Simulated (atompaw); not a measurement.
Cutoff test, gadolinium (Gd), PAW (atompaw)

```json
{
  "Element": "gadolinium",
  "Generator": "atompaw 4.2.0.5",
  "Type": "PAW",
  "Functional": "PBEsol",
  "Relativity": "scalar-relativistic",
  "Frozen core": "[Kr]",
  "Valence charge": "28",
  "Reference configuration": "4d10 4f8 5s2 5p6 5d0 6s2 6p0",
  "Partial waves": "5s (bound); 6s (bound); 5p (bound); 6p (bound, empty); 4d (bound); 5d (bound, empty); 4f (bound); 4f channel at 0.25 Ry",
  "Local potential": "bessel scheme, radius 2.20 bohr",
  "Core correction": "smooth core density matched at 2.25 bohr",
  "Augmentation charge": "gaussian compensation charge, radius 2.90 bohr; PAW radius 2.95 bohr; waves and projectors: bloechl"
}
```

The pseudo-atom Hamiltonian at the reference potential is diagonalised in spherical Bessel functions j_l(qr) that vanish at 20 bohr, with q² up to the cutoff. All-electron valence levels (Ry): 5s -3.3886, 6s -0.2706, 5p -1.7881, 6p -0.0858, 4d -10.3447, 5d -0.1065, 4f -0.2163.

Q: How do the lowest levels (Ry) of each channel move with the cutoff, and are there ghosts?

A:

```
cutoff (Ry)     s #1     s #2    s #3     p #1     p #2    p #3      d #1     d #2    d #3     f #1  Σ f·Δε (mRy)
          8  -3.3646  -0.2675  0.0047  -1.7255  -0.0767  0.0513  -10.2013   0.0247  0.1061  -0.0786        2965.4
         12  -3.3866  -0.2706  0.0042  -1.7798  -0.0840  0.0487  -10.2780   0.0200  0.0992  -0.1785        1024.2
         15  -3.3881  -0.2706  0.0042  -1.7868  -0.0855  0.0482  -10.3015   0.0155  0.0935  -0.2013         560.4
         21  -3.3886  -0.2706  0.0042  -1.7880  -0.0857  0.0481  -10.3335  -0.0257  0.0668  -0.2122         145.8
         30  -3.3886  -0.2706  0.0042  -1.7881  -0.0857  0.0481  -10.3427  -0.0887  0.0539  -0.2160          22.6
         40  -3.3886  -0.2706  0.0042  -1.7881  -0.0857  0.0481  -10.3445  -0.1053  0.0521  -0.2163           1.8
         45  -3.3886  -0.2706  0.0042  -1.7881  -0.0857  0.0481  -10.3446  -0.1060  0.0520  -0.2163           0.6
         55  -3.3886  -0.2706  0.0042  -1.7881  -0.0857  0.0481  -10.3447  -0.1064  0.0520  -0.2163           0.1
        400  -3.3886  -0.2706  0.0042  -1.7881  -0.0857  0.0481  -10.3447  -0.1065  0.0520  -0.2163           0.0
```

Result: no extra level below or beside the all-electron valence levels (s, p, d, f tested); 10 mRy is reached at 35 Ry and 1 mRy at 45 Ry.
